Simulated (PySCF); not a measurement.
# Computed data sheet: `C1[C@@H]([SiH2]1)OC(=O)C`

C4H8O2Si.
Z-matrix (Å and degrees, GFN2-xTB geometry), rows numbered from 1:
```
C 
C   1  1.5029
O   2  1.2188  1  123.89
O   2  1.3098  1  113.88  3   179.05
C   4  1.4139  2  114.85  1  -179.09
C   5  1.5357  4  116.58  2   -63.98
Si  6  1.8837  5   67.54  4   113.69
H   1  1.0886  2  108.82  3   -70.70
H   1  1.0855  2  110.12  3   169.18
H   1  1.0873  2  109.68  3    47.25
H   5  1.0833  4  107.09  2   162.90
H   6  1.0807  5  114.72  7   115.11
H   6  1.0810  5  114.65  7  -114.01
H   7  1.4708  5  102.77  6  -103.52
H   7  1.4430  5  142.83  6   105.27
```

Among its groups: ester, Si–H bond and C–Si bond.

From GFN2-xTB geometry:

* Point group of the GFN2-xTB geometry: C1
* Rotational constants A, B, C of the GFN2-xTB geometry: 4.796, 1.646, 1.402 GHz

CAM-B3LYP/def2-SVPD ground state and vertical TDDFT (core frozen in the response) (PySCF):

- Dipole moment: 2.11 D
- HOMO energy: -8.03 eV
- LUMO energy: 0.96 eV
- HOMO–LUMO gap: 8.99 eV
- Lowest singlet excitation: 5.63 eV (220 nm, f = 0.039)
- Strongest line among the 8 lowest singlet transitions: S2 at 6.20 eV (200 nm, f = 0.087)
- Lowest triplet excitation (Tamm–Dancoff): 4.88 eV
- Static isotropic polarisability: 80.0 au
- Electronic spatial extent ⟨r²⟩ about the centre of nuclear charge: 919 bohr²

Monoisotopic mass from the formula: 116.0294 u.

The polarisability is 11.86 Å³ as a volume (1 au = 0.148185 Å³), or 1.29 au for each of the 62 electrons. In wavenumbers S1 is 45400 cm⁻¹ (1 eV = 8065.54 cm⁻¹). The rotational constants make it an asymmetric top with κ = (2B − A − C)/(A − C) = -0.86, nearer the prolate limit (−1). No computed singlet falls in the visible range (750 to 380 nm, 1.65 to 3.26 eV); S1 lies 2.37 eV above its blue end. With B = h/(8π²I), that is 505.379 GHz u Å² over I, the principal moments of inertia are 105.4, 307.0 and 360.4 u Å² (most abundant isotopes); the inertial defect Ic − Ia − Ib is -52.0 u Å² (zero for a rigid planar frame, negative otherwise).

Isolated species at its GFN2-xTB geometry (one conformer only).
